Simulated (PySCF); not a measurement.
C6H9NOS.
Structure used (PBE0-D3(BJ)/def2-SVP), in Å, numbered top down from 1:
```xyz
18
C6H9NOS angstrom
N      3.3616    0.5569    1.2745
C      2.2297    0.3317    1.1885
C      0.8034    0.0429    1.0551
C      0.5759   -1.2947    0.3344
C     -0.9038   -1.6445    0.2319
C     -1.7149   -0.5908   -0.5037
S     -1.7265    1.0100    0.3752
O     -2.2607    2.0292   -0.5850
C      0.0935    1.2040    0.3547
H      0.4020   -0.0384    2.0826
H      1.0194   -1.2308   -0.6734
H      1.1167   -2.0899    0.8687
H     -1.3229   -1.7908    1.2429
H     -1.0173   -2.6098   -0.2859
H     -1.3255   -0.3642   -1.5100
H     -2.7753   -0.8666   -0.6025
H      0.2865    2.1677    0.8479
H      0.3773    1.2944   -0.7061
```

The calculation used PySCF 2.14.0, density-fitted response routines, TDDFT B3LYP/def2-SVPD, vertical, gas phase, core orbitals frozen in the response.

Transition dipole moments from the ground state, in atomic units and in the frame of the coordinates above (overall signs are arbitrary), for the states with f of 0.002 or more among the lowest 6:

| state | E (eV) | μx | μy | μz |
| --- | --- | --- | --- | --- |
| S1 | 5.470 | 0.189 | -0.101 | 0.196 |
| S2 | 5.682 | -0.456 | -0.247 | -0.172 |
| S3 | 6.056 | -0.144 | 0.075 | 0.233 |
| S4 | 6.258 | -0.180 | -0.027 | 0.306 |
| S5 | 6.337 | -0.044 | 0.050 | 0.196 |
| S6 | 6.382 | -0.025 | 0.239 | -0.340 |

Question: What oscillator strength does each state have?

Answer: f = (2/3) ΔE |μ|² with ΔE in hartree (27.2114 eV).

| state | \|μ\|² (au) | \|μ\| (D) | f |
| --- | --- | --- | --- |
| S1 | 0.084 | 0.74 | 0.011 |
| S2 | 0.299 | 1.39 | 0.042 |
| S3 | 0.081 | 0.72 | 0.012 |
| S4 | 0.127 | 0.90 | 0.019 |
| S5 | 0.043 | 0.53 | 0.007 |
| S6 | 0.174 | 1.06 | 0.027 |

Question: What angle do the transition dipoles of S1 and S3 make?

Answer: |cos θ| = |μa·μb| / (|μa| |μb|) = 0.13, so θ ≈ 82° (taken between 0 and 90°, since the signs are arbitrary).

Question: How is the summed strength of these states shared among x, y and z?

Answer: (2/3) Σ ΔE μα² gives 0.042 for x, 0.020 for y and 0.056 for z, 0.118 in all.

Question: What peak molar absorption coefficient would the strongest computed level give as a lone Gaussian band 0.5 eV wide at half height?

Answer: ε(max) = 2.175×10⁸ f / FWHM, with the width in cm⁻¹. S2: 2.175×10⁸ × 0.0416 / 4033 ≈ 2200 L mol⁻¹ cm⁻¹.

One conformer stands for the species.
